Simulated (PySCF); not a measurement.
Species: C4H8F2Si.
Structure used (GFN2-xTB), in Å, numbered top down from 1:
```
atom  x, y, z in Å
F1    -1.5050   -2.0396    0.2769
C2    -0.7135   -0.9326    0.5191
C3    -1.3866    0.3315   -0.0079
Si4    0.0320    1.5883   -0.2043
C5     1.3862    0.2210   -0.0349
F6     2.3594    0.3121   -1.0188
C7     0.6389   -1.1032   -0.1646
H8    -0.5915   -0.8908    1.6091
H9    -1.8363    0.0956   -0.9736
H10   -2.1943    0.6438    0.6503
H11    0.0899    2.2184   -1.5188
H12    0.1159    2.5461    0.8987
H13    1.9347    0.2671    0.9124
H14    1.1945   -1.9410    0.2588
H15    0.4713   -1.3089   -1.2242
```

Method: TDDFT CAM-B3LYP/def2-SVPD, vertical, gas phase, core orbitals frozen in the response (PySCF).

Orbital energies (eV): HOMO-3 -11.34, HOMO-2 -10.76, HOMO-1 -10.54, HOMO -9.68, LUMO 0.98, LUMO+1 1.08, LUMO+2 1.54.

Lowest singlets, with some entries withheld (?).

```tsv
state	E (eV)	f	main configurations (H = HOMO, L = LUMO)
S1	7.31	?	H→L (48%), H→L+2 (27%), H→L+1 (13%)
S2	7.65	?	H→L+1 (78%), H→L (11%)
S3	7.92	?	H→L+3 (29%), H→L+2 (28%), H→L (24%)
S4	8.31	?	H-1→L (45%), H-1→L+1 (24%)
S5	8.46	?	H-1→L+1 (27%), H-1→L+2 (27%), H-1→L (24%)
S6	8.55	?	H-2→L (37%), H-1→L+1 (17%)
S7	8.66	?	H→L+3 (29%), H→L+2 (16%), H-1→L+2 (14%)
S8	8.72	?	H-2→L+1 (20%), H→L+2 (11%), H-1→L+3 (9%)
```

(1) What stands in place of each question mark?

(2) What is the mean static polarisability from the same response equations?

(3) Which level carries the most intensity, and what share of the listed sum of f?

(4) How far apart are S3 and S7, in eV and cm⁻¹?

Results:

(1) 
- S1: f = 0.021
- S2: f = 0.011
- S3: f = 0.071
- S4: f = 0.047
- S5: f = 0.0016
- S6: f = 0.0019
- S7: f = 0.067
- S8: f = 0.039

(2) 71.7 au (10.62 Å³), with principal values 63.9, 72.3 and 78.8 au.

(3) S3, with f = 0.071 of 0.260, 27%.

(4) 8.660 − 7.923 = 0.737 eV, or about 5940 cm⁻¹.

One conformer stands for the species.
